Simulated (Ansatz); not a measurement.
The cluster Y2F6, relaxed as a singlet with RKS PBE0-D4/def2-SVP in Ansatz, starting from the GFN2-xTB geometry. Force threshold 0.02 eV/Å.

In the def2 sets Y takes a core potential; there is no spin–orbit coupling. The relaxation made no stability test and no search for a lower SCF solution. No other spin state of charge 0 was run. The structure comes from a short search, and lower isomers may exist.

Start:

```xyz
8

Y     0.7264    1.1411   -0.9169
Y    -0.7093   -1.1460    0.9248
F     0.5695    2.9386   -0.6466
F     1.7977    0.8063   -2.3548
F    -1.7615   -0.7743    2.3679
F    -0.6514   -2.9459    0.6292
F    -1.0873    0.0328   -0.7992
F     1.1158   -0.0527    0.7956
```

```csv
step,energy (eV),largest force component (eV/Å),SCF passes
1,-18373.3183,5.473,15
2,-18375.0593,0.765,19
3,-18375.1185,0.180,19
4,-18375.1256,0.137,19
5,-18375.1268,0.052,20
6,-18375.1270,0.004,14
```

Force components are those of the run's own axes.

End:

```xyz
8

Y     0.782    1.223   -0.987
Y    -0.782   -1.224    0.986
F     0.573    3.156   -0.582
F     1.907    0.732   -2.548
F    -1.904   -0.723    2.546
F    -0.578   -3.160    0.590
F    -1.047    0.046   -0.773
F     1.049   -0.051    0.769
```

By distances, no bond broke or formed. The bond that changes most is Y1–F4, from 1.82 to 1.99 Å (atoms count from 1). The end is the same structure that another start reached, the lowest one found.

No frequencies were taken in this run, so the end may be a saddle point.

It took 15 s on 4 threads of Arm Neoverse V2 on a shared host.
